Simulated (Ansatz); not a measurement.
C2H3FI2 (`FC(I)CI`), relaxed with RKS PBE0-D4/def2-TZVP in the Gaussian-basis code of Ansatz from a PBE-D4/def2-SVP geometry. The force threshold is 0.005 eV/Å; the program also tests the step.

Total charge 0; spin multiplicity 1. I takes the def2 core potential.

Start:

```xyz
8

F    -1.630   -0.552   -0.724
C    -0.391    0.020   -0.658
I    -0.591    2.196   -0.970
C     0.217   -0.316    0.689
I     2.316    0.188    0.825
H     0.226   -0.322   -1.514
H     0.156   -1.413    0.833
H    -0.303    0.198    1.518
```

```csv
step,energy (eV),largest force (eV/Å),largest move (Å)
1,-21039.4643,0.566,0.000
2,-21039.5025,0.329,0.080
3,-21039.5173,0.114,0.033
4,-21039.5176,0.039,0.004
5,-21039.5177,0.029,0.004
6,-21039.5177,0.014,0.002
7,-21039.5177,0.003,0.001
```

End:

```xyz
8

F    -1.611   -0.546   -0.734
C    -0.378    0.031   -0.652
I    -0.591    2.152   -0.947
C     0.214   -0.312    0.688
I     2.279    0.179    0.800
H     0.228   -0.316   -1.488
H     0.149   -1.391    0.831
H    -0.290    0.204    1.501
```

Hardware: 4 threads of a server CPU on a shared host. Wall time 19 s, peak host memory 0.69 GiB.
